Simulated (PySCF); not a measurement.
Au(Cl)(CO) anion (CAuClO), SMILES [O+]#[C-]->[Au][Cl] (connectivity only; charge and spin as stated), charge -1, multiplicity 2. Atoms are numbered in the order given.

```xyz
4

Au     0.0365     0.0549     0.0000
Cl    -0.1140    -2.3902     0.0000
O     -0.3772     2.9972     0.0000
C      0.3453     2.0525     0.0000
```
Charge -1, spin multiplicity 2.

The structure is a stationary point at B3LYP-D3(BJ)/def2-SVPD. The spin state was assumed, not searched. The isomer is the one that the SMILES or the coordinates give; other isomers of the formula were not compared. The def2 effective core potentials stand for the cores of Au; spin–orbit coupling is left out.

Calculation: PySCF with M06-2X/def2-TZVPD.

Mulliken values depend strongly on the basis, most of all with diffuse functions as here. ESP charges are fitted to the potential on shells at 1.4 to 2.0 van der Waals radii. Atomic charges (e):

```tsv
atom	Mulliken	ESP fit	Mulliken spin
Au1	0.06	0.10	0.35
Cl2	-0.73	-0.63	0.02
O3	-0.35	-0.24	0.21
C4	0.02	-0.22	0.42
```
